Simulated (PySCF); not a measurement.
C₆H₁₃, doublet, geometry from GFN2-xTB; PySCF with PBE/STO-3G.

PySCF was given this input:
```python
from pyscf import gto, scf, dft

mol = gto.Mole()
mol.atom = '''
    C    -2.75616312   -0.20561197    0.21276207
    C    -1.78454608    0.34115459   -0.75813841
    C    -0.36833833   -0.07787926   -0.76501162
    C     0.47699560    0.72934297    0.24942291
    C     1.96728692    0.39989938    0.18541199
    C     2.29100802   -1.01760492    0.64259801
    H    -2.43036344   -1.17449609    0.58708687
    H    -3.74337372   -0.31406975   -0.24055654
    H    -2.88342474    0.46072730    1.07634029
    H    -2.06746123    1.21659395   -1.31898910
    H     0.06525893    0.07423610   -1.75750878
    H    -0.29501304   -1.13731544   -0.50994433
    H     0.10161226    0.53347479    1.25569411
    H     0.33847710    1.79290047    0.04232314
    H     2.32530831    0.54255798   -0.83693164
    H     2.50353754    1.10698358    0.82389160
    H     1.85952607   -1.75394638   -0.03040284
    H     1.90061025   -1.19301961    1.64295739
    H     3.36784771   -1.17043147    0.66376993
'''
mol.basis = 'sto-3g'
mol.spin = 1
mol.verbose = 5
mol.build()

mf = dft.UKS(mol)
mf.xc = 'pbe'
mf.kernel()
mf.analyze()
```

What the program printed (banner, timings and long lists left out):

```
PySCF version 2.14.0

[INPUT] verbose = 5
[INPUT] max_memory = 4000
[INPUT] num. atoms = 19
[INPUT] num. electrons = 49
[INPUT] charge = 0
[INPUT] spin (= nelec alpha-beta = 2S) = 1
[INPUT] symmetry False subgroup None
[INPUT] Mole.unit = angstrom
[INPUT] Symbol           X                Y                Z      unit          X                Y                Z       unit  Magmom
[...]
[INPUT] ---------------- BASIS SET ----------------
[INPUT] l, kappa, [nprim/nctr], expnt,             c_1 c_2 ...
[INPUT] H
[...]
                                0.62391373        0.53532814
                                0.1688554         0.44463454
[INPUT] C
[...]
                                13.045096         0.53532814
                                3.5305122         0.44463454
[...]
                                0.6834831         0.39951283
                                0.2222899         0.70011547
[...]
                                0.6834831         0.60768372
                                0.2222899         0.39195739

nuclear repulsion = 240.735497683084
number of shells = 31
number of NR pGTOs = 129
number of NR cGTOs = 43
basis = sto-3g
ecp = {}

******** <class 'pyscf.dft.uks.UKS'> ********
method = UKS
initial guess = minao
damping factor = 0
level_shift factor = 0
DIIS = <class 'pyscf.scf.diis.CDIIS'>
diis_start_cycle = 1
diis_space = 8
diis_damp = 0
SCF conv_tol = 1e-09
SCF conv_tol_grad = None
SCF max_cycles = 50
direct_scf = True
direct_scf_tol = 1e-13
number electrons alpha = 25  beta = 24
XC library pyscf.dft.libxc version 7.1.2
    S. Lehtola, C. Steigemann, M. J. T. Oliveira, and M. A. L. Marques,  SoftwareX 7, 1–5 (2018)
XC functionals = pbe
    J. P. Perdew, K. Burke, and M. Ernzerhof,  Phys. Rev. Lett. 77, 3865 (1996)
    J. P. Perdew, K. Burke, and M. Ernzerhof,  Phys. Rev. Lett. 78, 1396 (1997)
    J. P. Perdew, K. Burke, and M. Ernzerhof,  Phys. Rev. Lett. 77, 3865 (1996)
    J. P. Perdew, K. Burke, and M. Ernzerhof,  Phys. Rev. Lett. 78, 1396 (1997)
radial grids:
    Treutler-Ahlrichs [JCP 102, 346 (1995); DOI:10.1063/1.469408] (M4) radial grids

becke partition: Becke, JCP 88, 2547 (1988); DOI:10.1063/1.454033
pruning grids: <function nwchem_prune>
grids dens level: 3
symmetrized grids: False
atomic radii adjust function: <function treutler_atomic_radii_adjust>
small_rho_cutoff = 0
Set gradient conv threshold to 3.16228e-05
atom C rad-grids = 75, ang-grids = [ 50  50  50  50  50  50  50  50  50  50  50  50  50  50  50  50  50  50
  50  50  50  50  86  86  86  86  86  86  86  86  86  86 266 266 266 266
 266 266 302 302 302 302 302 302 302 302 302 302 302 302 302 302 302 302
 302 302 302 302 266 266 266 266 266 266 266 266 266 266 266 266 266 266
 266 266 266]
atom H rad-grids = 50, ang-grids = [ 50  50  50  50  50  50  50  50  50  50  50  50  50  50  50  86  86  86
  86 266 266 266 266 266 302 302 302 302 302 302 302 302 302 302 302 302
 302 266 266 266 266 266 266 266 266 266 266 266 266 266]
tot_boxes 4200, boxes in each direction [18 13 12]
Padding 4 grids
tot grids = 212216
nelec by numeric integration = [24.35626415 24.35626415]
E1 = -786.5291079938524  E2 = 312.41029372270907  Ecoul = 349.53880916159875  Exc = -37.12851543888971
init E= -233.383316588059
cond(S) = 13.361274213967976

  alpha mo_energy =
[-9.7813697  -9.77928347 -9.77866913 -9.77803999 -9.776199   -9.75081336
 -0.80044968 -0.75732011 -0.70409187 -0.64975915 -0.58039909 -0.55459157
 -0.48409916 -0.46197702 -0.45040407 -0.42491099 -0.41283812 -0.40205977
 -0.39086046 -0.36948851 -0.35955046 -0.33847621 -0.33790778 -0.33376158
 -0.12963986  0.23121208  0.23410192  0.2434766   0.26737633  0.28871517
  0.29549937  0.30127419  0.32136999  0.3277675   0.33706254  0.35980513
  0.36721223  0.37499914  0.38427944  0.39135393  0.401017    0.43269199
  0.46146896]
  beta  mo_energy =
[-9.7813697  -9.77928347 -9.77866913 -9.77803999 -9.776199   -9.75081336
 -0.80044968 -0.75732011 -0.70409187 -0.64975915 -0.58039909 -0.55459157
[...]
converged SCF energy = -233.244226606019  <S^2> = 0.75323637  2S+1 = 2.0032338
Total Energy =                        -233.244226606019453
[...]
16 H 1s         -0.36209  -0.01486   0.05923
17 H 1s          0.14403   0.03508  -0.00812
18 H 1s         -0.05735   0.01454   0.03659

To work with the spin densities directly, `use mulliken_meta_spin()` only printing them here.

 ** Mulliken spin pop alpha/beta on meta-lowdin orthogonal AOs **
 ** Mulliken Spin Density (per AO)  **
spin_pop of  0 C 1s        0.00000
spin_pop of  0 C 2s       -0.00833
spin_pop of  0 C 2px      -0.01391
spin_pop of  0 C 2py      -0.00947
spin_pop of  0 C 2pz      -0.01613
spin_pop of  1 C 1s       -0.00001
spin_pop of  1 C 2s        0.04704
spin_pop of  1 C 2px       0.08209
spin_pop of  1 C 2py       0.36295
spin_pop of  1 C 2pz       0.46779
spin_pop of  2 C 1s        0.00000
spin_pop of  2 C 2s       -0.00772
spin_pop of  2 C 2px      -0.02268
spin_pop of  2 C 2py      -0.00819
spin_pop of  2 C 2pz      -0.00777
spin_pop of  3 C 1s        0.00000
spin_pop of  3 C 2s        0.01238
spin_pop of  3 C 2px       0.01407
spin_pop of  3 C 2py       0.01186
spin_pop of  3 C 2pz       0.02072
spin_pop of  4 C 1s        0.00000
spin_pop of  4 C 2s        0.00025
spin_pop of  4 C 2px       0.00361
spin_pop of  4 C 2py      -0.00006
spin_pop of  4 C 2pz      -0.00008
spin_pop of  5 C 1s       -0.00000
spin_pop of  5 C 2s       -0.00003
spin_pop of  5 C 2px       0.00000
spin_pop of  5 C 2py      -0.00002
spin_pop of  5 C 2pz      -0.00002
spin_pop of  6 H 1s        0.00534
spin_pop of  7 H 1s        0.02355
spin_pop of  8 H 1s        0.04906
spin_pop of  9 H 1s       -0.02924
spin_pop of  10 H 1s        0.01372
spin_pop of  11 H 1s        0.01103
spin_pop of  12 H 1s       -0.00211
spin_pop of  13 H 1s       -0.00217
spin_pop of  14 H 1s        0.00019
spin_pop of  15 H 1s        0.00209
spin_pop of  16 H 1s        0.00001
spin_pop of  17 H 1s        0.00001
spin_pop of  18 H 1s        0.00020
 ** Mulliken Spin Density (per atom)  **
spin density of  0 C =     -0.04784
spin density of  1 C =      0.95984
spin density of  2 C =     -0.04636
spin density of  3 C =      0.05902
spin density of  4 C =      0.00373
spin density of  5 C =     -0.00007
spin density of  6 H =      0.00534
spin density of  7 H =      0.02355
spin density of  8 H =      0.04906
spin density of  9 H =     -0.02924
spin density of  10 H =      0.01372
spin density of  11 H =      0.01103
spin density of  12 H =     -0.00211
spin density of  13 H =     -0.00217
spin density of  14 H =      0.00019
spin density of  15 H =      0.00209
spin density of  16 H =      0.00001
spin density of  17 H =      0.00001
spin density of  18 H =      0.00020
 ** Mulliken pop alpha/beta on meta-lowdin orthogonal AOs **
 ** Mulliken pop       alpha | beta **
In total            25.00000 | 24.00000
 ** Mulliken atomic charges   ( Nelec_alpha | Nelec_beta ) **
charge of  0C =     -0.15901  (     3.05559      3.10343 )
charge of  1C =     -0.04669  (     3.50326      2.54342 )
charge of  2C =     -0.09253  (     3.02309      3.06945 )
charge of  3C =     -0.07965  (     3.06934      3.01031 )
charge of  4C =     -0.07960  (     3.04167      3.03794 )
charge of  5C =     -0.15361  (     3.07677      3.07684 )
charge of  6H =      0.05273  (     0.47631      0.47096 )
charge of  7H =      0.05447  (     0.48454      0.46099 )
charge of  8H =      0.05328  (     0.49789      0.44883 )
charge of  9H =      0.03452  (     0.46812      0.49736 )
charge of  10H =      0.04707  (     0.48332      0.46960 )
charge of  11H =      0.04732  (     0.48185      0.47082 )
charge of  12H =      0.04287  (     0.47751      0.47962 )
charge of  13H =      0.04356  (     0.47714      0.47930 )
charge of  14H =      0.04375  (     0.47822      0.47803 )
charge of  15H =      0.04473  (     0.47868      0.47659 )
charge of  16H =      0.04913  (     0.47544      0.47543 )
charge of  17H =      0.04811  (     0.47595      0.47594 )
charge of  18H =      0.04955  (     0.47533      0.47512 )
Dipole moment(X, Y, Z, Debye):  0.10235,  0.05791,  0.19817
```
